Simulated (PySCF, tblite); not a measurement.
Isomers of C4H11FOSi2, one GFN2-xTB conformer each. Single-point energies are computed at PBE0/pcSseg-1 (PySCF, gas phase, no added dispersion term), electronic only.

Question: Rank them by PBE0/pcSseg-1 energy, lowest first (kcal/mol).
A. `[CH3:1][O:2][C@@H:3]1[SiH2:4][Si@H:5]([F:6])[C@H:7]1[CH3:8]` with C1–O2–C3–Si4 -174°
B. `[F:1]/[CH:2]=[CH:3]/[CH2:4][SiH2:5][CH2:6][O:7][SiH3:8]` with C2–C3–C4–Si5 104°, C3–C4–Si5–C6 -53°, C4–Si5–C6–O7 -53°, Si5–C6–O7–Si8 165°
C. `[O:1]=[C:2]([CH2:3][CH2:4][SiH3:5])[CH2:6][SiH2:7][F:8]` with O1–C2–C3–C4 17°, C2–C3–C4–Si5 -43°, O1–C2–C6–Si7 84°, C2–C6–Si7–F8 69°
D. `[F:1]/[CH:2]=[CH:3]\[O:4][SiH2:5][CH2:6][CH2:7][SiH3:8]` with C2–C3–O4–Si5 2°, C3–O4–Si5–C6 66°, O4–Si5–C6–C7 42°, Si5–C6–C7–Si8 177°

Answer: C (0.0), A (25.7), D (40.1), B (46.4).

As drawn, the lowest has a C=O bond and an Si–F bond, which the highest lacks; the highest has an Si–O bond and a C=C bond outside aromatic rings, which the lowest lacks. GFN2-xTB itself gives, in the same order: 0.0, 28.2, 30.1, 29.1. Both levels put the same isomer lowest; measured from each level's own lowest isomer, the values differ by up to 17.3 kcal/mol (F/C=C/C[SiH2]CO[SiH3]: 29.1 against 46.4).

Which frontier levels, dipoles and rotational constants go with these structures?

| SMILES | HOMO (eV, PBE0/pcSseg-1) | LUMO (eV) | dipole (D) | A, B, C (MHz) |
| --- | --- | --- | --- | --- |
| O=C(CC[SiH3])C[SiH2]F | -7.56 | -1.00 | 3.76 | 2639, 690.8, 673.8 |
| CO[C@@H]1[SiH2][Si@H](F)[C@H]1C | -7.24 | -0.89 | 2.35 | 1859, 1010, 819.1 |
| F/C=C\O[SiH2]CC[SiH3] | -6.86 | 0.53 | 0.90 | 2080, 687.0, 614.2 |
| F/C=C/C[SiH2]CO[SiH3] | -6.95 | 0.07 | 1.28 | 1301, 1040, 642.2 |

What happens when harmonic zero-point energies from GFN2-xTB frequencies are added?

```
                         SMILES  ZPE (kcal/mol)  electronic (kcal/mol)  with ZPE (kcal/mol)
          O=C(CC[SiH3])C[SiH2]F            85.0                    0.0                  0.0
CO[C@@H]1[SiH2][Si@H](F)[C@H]1C            87.8                   25.7                 28.5
          F/C=C\O[SiH2]CC[SiH3]            83.9                   40.1                 39.0
          F/C=C/C[SiH2]CO[SiH3]            83.4                   46.4                 44.8
```

The zero-point energies span 4.4 kcal/mol. The order is unchanged.
